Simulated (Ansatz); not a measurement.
## Which method gave which barrier?

Saddle point of GeH6O, singlet (GeH₄ + H₂O → GeH₄O ([OH][GeH3]) + H₂; bonds formed: Ge1–O7, H2–H6; bonds broken: Ge1–H2, H6–O7), PBE0-D4/def2-TZVP structure:

Ge1  (-0.023, 0.400, 0.625)
H2  (-0.936, 0.619, -1.040)
H3  (0.963, -0.358, 1.562)
H4  (-1.416, 0.198, 1.243)
H5  (0.462, 1.850, 0.535)
H6  (-0.261, -0.203, -1.293)
O7  (0.648, -0.775, -0.875)
H8  (0.563, -1.730, -0.757)
(Å)

Ansatz 0.2.0; basis: def2-TZVPP, with def2-QZVPP for the basis limit; cores frozen in the correlated methods. Filled d shells of the heavier atoms are correlated. The def2 sets are not built for correlating such inner shells, so the correlated values are less sure here. B3LYP uses VWN-RPA correlation. Extrapolation: Hartree–Fock as exp(−7.88 √X), correlation as X^−2.97. Four methods, as single points on the PBE0-D4 structures, gave these electronic barriers from the start structure: 1.925, 2.076, 2.289, 2.766 eV.

The methods were, in alphabetical order, B3LYP-D4, BHLYP-D4, BLYP-D4, HF. Which gave which? (A judgement: the text doesn't fix the answer.)

By the calculation: BLYP-D4 1.925; B3LYP-D4 2.076; BHLYP-D4 2.289; HF 2.766 eV. For comparison, CCSD(T) at an estimated basis limit (MP2 extrapolated from triple and quadruple zeta, plus CCSD(T) − MP2 in triple zeta) gives 2.238 eV.

No T1 diagnostic of these runs exceeds 0.014.

Labels in which every atom is bracketed show which atoms are joined, not bond orders.

For scale, one of the runs: CCSD(T)/def2-TZVPP, 163 basis functions (an equivalent command: `ansatz run in.yaml --threads 2`). The run took 20 s on 2 CPU threads (shared host), with 1.3 GiB of host memory at its peak.
